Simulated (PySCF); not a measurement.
## Fe⁺: ionisation energy

Fe⁺ [Ar] 3d6 4s1 (6D) → Fe²⁺ [Ar] 3d6 (5D), as a difference of total energies. Computed with PySCF 2.14 in x2c-TZVPPall with one added diffuse shell each of s, p, d, f type (7s6p5d3f1g, 80 functions), with scalar relativity by spin-free X2C-1e. Correlated levels: valence and next inner shell: [Ne] frozen. The calculations carry no spin-orbit coupling.

| method | ionisation energy (eV) | difference from reference (eV) |
| --- | --- | --- |
| UHF | 15.302 | -0.897 |
| MP2 (valence and next inner shell) | 16.161 | -0.038 |
| SCS-MP2 (valence and next inner shell) | 15.915 | -0.284 |
| CCSD (valence and next inner shell) | 16.095 | -0.104 |
| CCSD(T) (valence and next inner shell) | 16.156 | -0.043 |

Reference: 16.199 eV (measured; NIST Atomic Spectra Database, ionization energies).

The reference lies between the lowest fine-structure levels, while these numbers refer to the centres of the terms.

Errors of the correlated levels include the incompleteness of this basis and the frozen core.
